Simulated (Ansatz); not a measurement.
C4H6S3, SMILES `S=C1SCCCS1` from Hartree–Fock to CCSD(T)

```xyz
13

S    -3.3516   -1.3450    0.8094
C    -1.8793   -0.7614    0.3936
S    -0.5593   -1.8727    0.4017
C     0.9237   -0.9917   -0.1585
C     0.9933    0.4585    0.2614
C    -0.0592    1.2931   -0.4315
S    -1.7645    0.9291    0.0669
H     1.7423   -1.5670    0.2790
H     0.9983   -1.0819   -1.2453
H     0.9006    0.5483    1.3468
H     1.9780    0.8488   -0.0176
H     0.0209    1.1903   -1.5168
H     0.0567    2.3516   -0.1891
```

Total charge 0; spin multiplicity 1. All single points use the PBE0-D4/def2-TZVP geometry. Frozen core, restricted reference, Ansatz. CBS rows extrapolate triple and quadruple zeta; past MP2 they add the triple-zeta difference.

```csv
basis,HF (Eh),MP2 corr.
def2-SVP,-1347.03378,-0.94209
def2-TZVPP,-1347.62709,-1.18883
def2-QZVPP,-1347.66749,-1.27778
```

(1) Estimate the CCSD correlation energy and the (T) correction in each basis where they were run (hartree).

## Answers

(1) 
```json
{"basis": "def2-SVP", "CCSD corr.": "-1.00496", "(T)": "-0.04073"}
{"basis": "def2-TZVPP", "CCSD corr.": "-1.24432", "(T)": "-0.06720"}
{"basis": "CBS(def2)", "CCSD corr.": "-1.39917", "(T)": "as TZ"}
```
